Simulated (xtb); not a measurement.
Ge(F)(OH)(NH2)2 (FGeH₅N₂O), SMILES [NH2][Ge]([NH2])([OH])[F]. All values are semi-empirical tight-binding results from xtb (GFN2-xTB unless named), good for trends rather than for accurate numbers. Geometry optimised at GFN2-xTB. The structure was generated by enumeration, and PubChem lists no compound with its InChIKey, so it may never have been made. Other conformers were not sampled.

Optimised geometry:

```xyz
10

N     -1.1945    -1.2625    -0.5070
Ge     0.0021    -0.0235     0.0329
N      1.5345    -0.5625     0.8148
O     -0.6991     1.1100     1.1136
F      0.3181     0.8463    -1.4753
H     -1.0428    -1.6278    -1.4358
H     -1.3288    -2.0349     0.1291
H      2.2524    -0.9148     0.1972
H      1.9421     0.1331     1.4238
H     -1.5411     1.4740     0.8459
```

For metal compounds this method's bond lengths and energies can be far off.

Computed properties:
```yaml
orbital_gap: 6.84 eV
zero_point_energy: 39.7 kcal/mol
G − E(el) at 298.15 K (modified RRHO): 19.2 kcal/mol
```

Task: Give the atomic charges and the Wiberg bond orders between heavy atoms. (An estimate is asked for; the answer gives what the named calculation found.)

Result: charges (e) N1 -0.36, Ge2 0.41, N3 -0.36, O4 -0.45, F5 -0.31, H6 0.19, H7 0.18, H8 0.18, H9 0.19, H10 0.33. Bond orders N1–Ge2 1.05, Ge2–N3 1.06, Ge2–O4 1.14, Ge2–F5 0.97.
